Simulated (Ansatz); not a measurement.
`C[SiH2][NH][ZnH]` + dimethylamine → `C[N](C)[ZnH]` + `C[SiH2]N` at 500 K and 1 bar (ligand exchange at a Zn–N bond).

Computed with Ansatz on PBE0-D4/def2-TZVP structures; ΔE is electronic, products minus reactants. CBS: MP2 limit from def2 TZ/QZ plus the TZ coupled-cluster correction, frozen cores. For Zn outer-core shells are correlated without core-valence functions, which leaves a few kJ/mol of doubt a bond. Scalar relativity is left out up to krypton. Each species was taken in one conformer, which may not be the lowest.

| species | CCSD(T)/CBS energy (Eh) | H − E (kJ/mol) | S (J/(mol·K)) |
| --- | --- | --- | --- |
| `C[SiH2][NH][ZnH]` | -2164.46335 | 247.7 | 425.8 |
| `CNC` | -135.00321 | 273.8 | 313.8 |
| `C[N](C)[ZnH]` | -1913.37223 | 271.6 | 381.1 |
| `C[SiH2]N` | -386.08232 | 247.9 | 360.4 |

H − E and S are ideal-gas, rigid-rotor, harmonic terms from PBE0-D4/def2-TZVP, for one conformer and one mirror image of each species. 1 Eh = 2625.50 kJ/mol, R = 8.31446 J/(mol·K).

**Question.** By hand: ΔE, ΔH, ΔS and ΔG.

**Answer.** ΔE = (-1913.37223) + (-386.08232) − (-2164.46335) − (-135.00321) = 0.01201 Eh = 31.5 kJ/mol. Δ(H − E) = 271.6 + 247.9 − 247.7 − 273.8 = -2.0, so ΔH = 29.5 kJ/mol. ΔS = 381.1 + 360.4 − 425.8 − 313.8 = 1.9 J/(mol·K). ΔG = 29.5 − 500 × (1.9)/1000 = 28.6 kJ/mol.

**Question.** By hand: the equilibrium constant, and the temperature at which ΔG would vanish if ΔH and ΔS stayed fixed.

**Answer.** log₁₀ K = −ΔG/(RT ln 10) = -3.0. ΔG = 0 at ΔH/ΔS = 15526 K, far beyond where these terms or the molecules hold.

The number of gas molecules stays the same, so ΔS is small and ΔH decides. A doubt of 5 kJ/mol in ΔE shifts log₁₀ K by 0.5 here. Other conformers and mirror images would add mixing entropy, several J/(mol·K) or more a flexible species. Modes under 60 cm⁻¹, often nearly free rotors, make the harmonic entropy too high. These are equilibria of isolated gas molecules and say nothing of rates. Largest T1 diagnostic: 0.015 (customary marks: 0.02 for closed shells, 0.045 for open ones).
